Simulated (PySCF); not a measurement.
Compound: C5H8O4Si.
SMILES with atom numbers: `[O:1]=[CH:2][O:3][C@@H:4]1[O:5][CH2:6][C:7](=[O:8])[CH2:9][SiH2:10]1`

NICS is the negative of the GIAO shielding at a point without a nucleus: at the ring centre (0) and 1 Å above and below it (1); zz is the component along the ring normal. Level: GIAO PBE0/pcSseg-1 (PySCF, non-relativistic, gas phase) on the GFN2-xTB geometry, one conformer.

Ring bond lengths (Å), with Mayer bond orders in brackets: C4–O5 1.396 (0.96), O5–C6 1.413 (0.91), C6–C7 1.523 (0.94), C7–C9 1.493 (1.01), C9–Si10 1.911 (0.86), Si10–C4 1.933 (0.84).

Problem. What do the NICS probes read (ppm)?

Solution. 
```
               ring                                                    type  NICS(0)  NICS(1), two faces  NICS(1)zz, two faces  rms pucker (Å)  centre to ring atoms, mean (Å)
C4–O5–C6–C7–C9–Si10  6-membered ring with O and Si; formal bonds all single      0.0         -1.7 / -2.0            3.9 / -0.2            0.33                            1.52
```

Problem. What can be read from them?

Solution. 
- C4–O5–C6–C7–C9–Si10: mean NICS(1)zz 1.8 ppm, near zero. C4, C6, C9, Si10 have four or more neighbours, and the NICS criterion for π rings isn't applied. The two faces differ by 4.1 ppm, so no symmetry operation interchanges them.

Problem. List the ring angles and the Hirshfeld charges of the ring atoms.

Solution. 
- C4–O5–C6–C7–C9–Si10: C4 111.2° (+0.025 e), O5 115.3° (-0.134 e), C6 115.8° (-0.011 e), C7 114.7° (+0.155 e), C9 106.1° (-0.169 e), Si10 98.0° (+0.353 e); sum 661.0° against 720° for a flat convex ring.

Problem. How shielded are the nuclei of the rings and their hydrogens (means over atoms taken as equivalent)?

Solution. 
```
    atoms                     environment  σ isotropic (ppm)  principal values of the symmetric part, first atom (ppm)
       C4  sp3 carbon bearing two oxygens               96.0                                        63.1, 100.5, 124.5
       O5             cyclic ether oxygen              246.3                                       170.6, 268.7, 299.5
       C6      sp3 carbon bound to oxygen              112.3                                        90.6, 105.1, 141.2
       C7          ketone carbonyl carbon              -26.2                                       -109.4, -68.5, 99.3
       C9     sp3 carbon bound to silicon              157.3                                       127.9, 153.8, 190.1
     Si10                    SiH2 silicon              379.2                                       340.8, 381.4, 415.4
  H on C4                methine hydrogen              24.59                                          21.1, 24.3, 28.4
  H on C6              methylene hydrogen              27.41                                          23.4, 26.4, 32.5
  H on C6              methylene hydrogen              27.09                                          22.4, 27.2, 31.7
  H on C9              methylene hydrogen              28.90                                          25.5, 27.8, 33.5
  H on C9              methylene hydrogen              29.44                                          26.0, 27.2, 35.2
H on Si10                   Si–H hydrogen              27.41                                          24.2, 25.9, 32.1
H on Si10                   Si–H hydrogen              26.92                                          23.7, 25.2, 31.9
```
